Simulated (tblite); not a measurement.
Compound: C4H6GeN2O.
Atom-mapped SMILES: `[GeH3:1]/[CH:2]=[CH:3]\[c:4]1[n:5][cH:6][o:7][n:8]1` (hydrogens: H9, H10, H11 on Ge1; H12 on C2; H13 on C3; H14 on C6)

Computed with GFN2-xTB (tblite), gas phase: L-BFGS steps from a force-field or distance-geometry start until the largest atomic force falls under 0.01 eV/Å.

Step 0: E = -636.1125 eV
```
atom  x, y, z in Å  |  force x, y, z in eV/Å
Ge1     2.0703    0.7383    0.0938   -0.384   1.112   0.083
C2      1.4119   -1.0671   -0.0556    0.158  -0.064   0.074
C3      0.1407   -1.4511   -0.0966   -1.029   0.554  -0.061
C4     -1.0469   -0.5485   -0.0718    0.705  -1.756   0.141
N5     -1.0095    0.7878    0.0390   -1.800   0.727  -0.146
C6     -2.3224    1.1023    0.0225    2.700   0.384   0.145
O7     -3.0605    0.0322   -0.0698   -1.726   1.045   0.067
N8     -2.3005   -1.0206   -0.1190    1.961  -1.080  -0.171
H9      3.6162    0.7284    0.1287   -0.610  -0.011  -0.017
H10     1.5227    1.3821    1.4047    0.375  -0.269  -0.737
H11     1.5787    1.5582   -1.1326    0.335  -0.325   0.671
H12     2.1717   -1.8459   -0.0816   -0.191   0.036  -0.017
H13    -0.0750   -2.5076   -0.1684   -0.395   0.013  -0.007
H14    -2.6981    2.1111    0.0845   -0.098  -0.365  -0.025
```

Task: Estimate the geometry and energy of step 1. (The exact step hangs on the optimiser's Hessian estimate; all steps are aligned on step 0, rigid shifts and turns removed.)

Result: E = -636.3289 eV, largest force 0.761 eV/Å
```
atom  x, y, z in Å  |  force x, y, z in eV/Å
Ge1     2.0648    0.7542    0.0950   -0.278   0.655   0.050
C2      1.4141   -1.0680   -0.0546   -0.487   0.125   0.067
C3      0.1260   -1.4431   -0.0975    0.349  -0.037  -0.038
C4     -1.0368   -0.5736   -0.0697   -0.307  -0.206   0.128
N5     -1.0352    0.7981    0.0369    0.750  -0.095  -0.083
C6     -2.2839    1.1078    0.0245   -0.211   0.266   0.039
O7     -3.0851    0.0471   -0.0688    0.287   0.067   0.033
N8     -2.2725   -1.0361   -0.1215    0.357  -0.143  -0.088
H9      3.6075    0.7283    0.1285   -0.592   0.014  -0.014
H10     1.5281    1.3782    1.3942    0.290  -0.171  -0.574
H11     1.5835    1.5535   -1.1230    0.258  -0.211   0.524
H12     2.1690   -1.8454   -0.0818   -0.142  -0.039  -0.021
H13    -0.0806   -2.5074   -0.1685   -0.367   0.160  -0.002
H14    -2.6995    2.1059    0.0842    0.093  -0.384  -0.019
```

The energy changes by -0.2165 eV. The first-order estimate −F·Δx gives -0.4126 eV and the mean of the old and new forces, exact on a quadratic surface, -0.2126 eV. The step makes an angle of 0° with the force vector and moves no atom by more than 0.039 Å.

The cost below is that of the whole relaxation. Time: 0.43 s. Hardware: an Arm Neoverse N1 with one thread, no GPU, shared host with 64 logical CPUs at a one-minute load of 61.
